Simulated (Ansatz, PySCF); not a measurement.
Gas-phase reaction (SMILES): Ic1cc[se]c1 [3-iodoselenophene] + 8 [H][H] (H2) → 4 C (CH4) + I (HI) + [SeH2] (H2Se); energy of full hydrogenation.

Geometries: B3LYP-D3(BJ)/def2-TZVP minima from Ansatz (a program for electronic structure). Valence correlation only, unless marked. No spin-orbit coupling. The frozen core is the preceding noble-gas configuration, with the filled d and f shells of earlier blocks. In def2 rows, elements after Kr have scalar-relativistic effective core potentials. CBS marks a two-point X^-3 extrapolation of the correlation energy; Hartree-Fock from the larger set. Unstable Hartree-Fock reference: Ic1cc[se]c1. Thermal terms are rigid-rotor harmonic-oscillator values from B3LYP-D3(BJ) frequencies (PySCF) at 298.15 K and 1 atm. 1 Eh = 627.5095 kcal/mol.

```
species        E, CCSD(T)/CBS(def2-TZVPPD,def2-QZVPPD) (Ansatz) (Eh)  E, PBE0-D4/def2-TZVPD (Ansatz + dftd4) (Eh)  H - E (Eh)  G - E (Eh)
-------------  -----------------------------------------------------  -------------------------------------------  ----------  ----------
Ic1cc[se]c1                                              -2850.92058                                  -2853.08141     0.06189     0.02242
[H][H] (H2)                                                 -1.17452                                     -1.16831     0.01336    -0.00144
C (CH4)                                                    -40.45806                                    -40.47492     0.04840     0.02728
I (HI)                                                    -297.45390                                   -298.31836     0.00854    -0.01490
[SeH2] (H2Se)                                            -2401.27429                                  -2402.46339     0.01725    -0.00763
```

### Question
Work out ΔE and ΔH, ΔG, ΔS and the equilibrium constant at 298.15 K at the first level, then ΔH at the second.

### Answer

1. ΔE = [4×(-40.45806) + (-297.45390) + (-2401.27429)] - [(-2850.92058) + 8×(-1.17452)] = -0.24369 Eh = -152.9 kcal/mol at CCSD(T)/CBS(def2-TZVPPD,def2-QZVPPD).
2. The terms H - E add up to 0.05062 Eh, so ΔH = (-0.24369 + (0.05062))×627.5095 = -121.2 kcal/mol.
3. The terms G - E add up to 0.07569 Eh, so ΔG = -105.4 kcal/mol, and ΔS = (0.05062 - (0.07569))×627509.5/298.15 = -52.8 cal/(mol K).
4. log10 K = -ΔG/(RT ln 10) = 77.3, with RT ln 10 = 1.3642 kcal/mol.
5. With ΔH and ΔS taken as constant, ΔG changes sign near ΔH/ΔS = 2300 K, a rough figure that leaves out heat capacities.
6. At PBE0-D4/def2-TZVPD the same steps give ΔE = -159.1 and ΔH = -127.3 kcal/mol, a shift of -6.1 from the first level.
7. These values are not checked against measurement here, since the tables used lack a sound gas-phase enthalpy of formation for at least one species.
